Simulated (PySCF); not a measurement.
Job for PySCF: R-M06-2X/6-31G* on CH5F (a complex), monomers drawn apart or pushed together.

```python
from pyscf import gto, scf, dft, mp
from pyscf.data.elements import chemcore

mol = gto.M(
    atom='''
    F    -0.30930747   -0.02402792   -0.31728572
    H    -0.24903741   -0.01129726    0.60755849
    C    -0.06041059   -0.03157023    2.66256651
    H    -0.26368168    0.98480299    2.32277361
    H     0.01701385   -0.02494765    3.74822829
    H    -0.87527159   -0.69730707    2.37568170
    H     0.88249728   -0.38777416    2.24661991
    ''',
    basis='6-31g*',
    cart=True,
    charge=0, spin=0, verbose=3, max_memory=1800)
mf = dft.RKS(mol, xc='m062x')
mf.conv_tol = 1e-8
mf.max_cycle = 100
mf.kernel()
if not mf.converged:
    mf = mf.newton().run(mf.mo_coeff, mf.mo_occ)
```

### Question
What total energy does the run end on?

### Answer
-140.8686 hartree.
